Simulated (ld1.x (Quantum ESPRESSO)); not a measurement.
Which change was made? (B, TM)

| Quantity | Value |
| --- | --- |
| Element | boron (B) |
| Generator | ld1.x (Quantum ESPRESSO) 7.5 |
| Type | norm-conserving Troullier–Martins (Kleinman–Bylander form) |
| Functional | LDA (PZ) |
| Relativity | scalar-relativistic |
| Frozen core | [He] |
| Valence charge | 3 |
| Reference configuration | 2s2 2p0.5 (charge +0.5) |
| Partial waves | 2s (bound): rc 1.45 bohr; 2p (bound): rc 1.70 bohr |
| Local potential | the p channel |
| Core correction | a·sin(br)/r model core inside 1.30 bohr |

Cutoffs, loose and tight: the cutoffs (Ry, on a coarse ladder) from which the occupation-weighted sum of valence levels, in a spherical-Bessel basis at the reference potential, stays within 10 and 1 mRy of its value at 400 Ry. They do not see the model core or the augmentation charge, which bear on the density cutoff. Test errors are all-electron minus pseudo excitation energies from the reference, over the configurations 2s2 2p1; 2s2 2p0; 2s1 2p0; 2s1 2p2; 2s0 2p3; 2s2 2p1.3; 2s1 2p1 (two spin-polarised tests are not counted in the largest error); variants that change the core or the reference have their own tests.

The base gives: outcome: generated; cutoff, loose: 25 Ry; cutoff, tight: 50 Ry; bound ghosts: none; largest test error (meV): +82.

Question: After one change the result is: outcome: generated; cutoff, loose: 30 Ry; cutoff, tight: 60 Ry; bound ghosts: none; largest test error (meV): +80. Which change was it?
A. all radii but the core radius scaled by about 1.24 (s 1.80, p 2.12 bohr)
B. all radii but the core radius scaled by about 0.79 (s 1.14, p 1.34 bohr)
C. all radii but the core radius scaled by about 1.37 (s 1.98, p 2.32 bohr)

Answer: B. The others give: all radii but the core radius scaled by about 1.37 (s 1.98, p 2.32 bohr) → outcome: generated; cutoff, loose: 15 Ry; cutoff, tight: 30 Ry; bound ghosts: none; largest test error (meV): +88 | all radii but the core radius scaled by about 1.24 (s 1.80, p 2.12 bohr) → outcome: generated; cutoff, loose: 18 Ry; cutoff, tight: 40 Ry; bound ghosts: none; largest test error (meV): +85.
